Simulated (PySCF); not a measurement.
## Radial density of K (potassium, neutral)

UHF, [Ar] 4s1, 2S determinant. All numbers are calculated (PySCF 2.14, scalar relativity by spin-free X2C-1e, in aug-cc-pwCVTZ-X2C with one added diffuse shell each of s, p, d, f type (10s9p7d4f, 100 functions)).

| r (bohr) | 4πr²ρ (e/bohr) | 4πr²(ρα − ρβ) |
| --- | --- | --- |
| 0.00117 | 0.09425 | 0.0000 |
| 0.00197 | 0.2477 | 0.0000 |
| 0.00331 | 0.6397 | 0.0001 |
| 0.00557 | 1.601 | 0.0003 |
| 0.00938 | 3.795 | 0.0007 |
| 0.0158 | 8.201 | 0.0014 |
| 0.0265 | 15.13 | 0.0025 |
| 0.0446 | 21.49 | 0.0029 |
| 0.0751 | 20.62 | 0.0008 |
| 0.126 | 15.76 | -0.0010 |
| 0.212 | 20.84 | 0.0056 |
| 0.357 | 19.63 | 0.0042 |
| 0.601 | 6.277 | 0.0055 |
| 1.01 | 6.603 | 0.0188 |
| 1.70 | 3.867 | -0.0042 |
| 2.86 | 0.5140 | 0.1331 |
| 4.81 | 0.2211 | 0.2176 |
| 8.09 | 0.05703 | 0.0570 |
| 13.6 | 0.001139 | 0.0011 |

Densities and radii are taken from the X2C orbitals without a picture-change correction, which distorts them close to the nucleus.

Question: Where is the radial spin density 4πr²(ρα − ρβ) most negative, and why is it negative at all?

Answer: Around r = 1.70 bohr, down to -0.0042 e/bohr: exchange with the open shell polarises the paired shells in an unrestricted calculation.
